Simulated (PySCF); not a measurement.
# Cost of response and excited-state runs on `C/C=C(/F)COC=O`, C$_{5}$H$_{7}$FO$_{2}$

Bonds (- single, = double, # triple, : aromatic): C1-C2 1.489 Å, C2=C3 1.323 Å, C3-F4 1.357 Å, C3-C5 1.505 Å, C5-O6 1.431 Å, O6-C7 1.325 Å, C7=O8 1.192 Å. C1 carries H9, H10, H11; C2 carries H12; C5 carries H13, H14; C7 carries H15. Stereochemistry as in C/C=C(/F)COC=O.

PySCF with density fitting, on 1 thread of an Arm Neoverse V1, shared host. Command: `OMP_NUM_THREADS=1 python excited_run.py task.json out`

Problem. How long does this run take, and how much memory?
- excited states, CAM-B3LYP/def2-SVP; Tamm-Dancoff; spin-orbit couplings; 8 states; 4 triplets; quadratic response for 4 states; writes grids

Solution. 
| run | level | basis functions | wall time | peak memory (GiB) |
| --- | --- | --- | --- | --- |
| excited states | CAM-B3LYP/def2-SVP | 147 | 43 s | 0.72 |

Times from a shared host are rough.
